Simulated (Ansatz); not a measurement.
One change: `C=CC(=O)O` becomes `O=C(O)C[SiH3]`.

Ansatz, PBE0-D4/def2-TZVP geometries, multiplicity 1. Each molecule was computed in one conformer, which needn't be the lowest.

| property | `C=CC(=O)O` |
| --- | --- |
| LUMO energy (PBE0/def2-TZVPP) / eV | -1.54 |
| HOMO–LUMO gap (B3LYP/def2-TZVPP) / eV | 6.17 |
| HOMO energy (PBE/def2-TZVPP) / eV | -6.50 |
| HOMO energy (PBE0/def2-TZVPP) / eV | -8.20 |
| HOMO energy (ωB97M-V/def2-TZVPP) / eV | -10.66 |
| HOMO–LUMO gap (PBE0/def2-TZVPP) / eV | 6.67 |

Question: What does the change do to each property? (Estimate.)

Answer: Computed: 
```tsv
property	`O=C(O)C[SiH3]`	shift
LUMO energy (PBE0/def2-TZVPP) / eV	0.01	1.55
HOMO–LUMO gap (B3LYP/def2-TZVPP) / eV	7.78	1.61
HOMO energy (PBE/def2-TZVPP) / eV	-6.63	-0.13
HOMO energy (PBE0/def2-TZVPP) / eV	-8.31	-0.11
HOMO energy (ωB97M-V/def2-TZVPP) / eV	-10.77	-0.11
HOMO–LUMO gap (PBE0/def2-TZVPP) / eV	8.32	1.65
```

With PBE0 the HOMO falls by 0.11 eV and the LUMO rises by 1.55 eV, so the gap widens by about 1.66 eV. PBE moves the HOMO by -0.13 eV and ωB97M-V by -0.11 eV.

B3LYP here is the variant with VWN-RPA as its local correlation; programs differ in this.
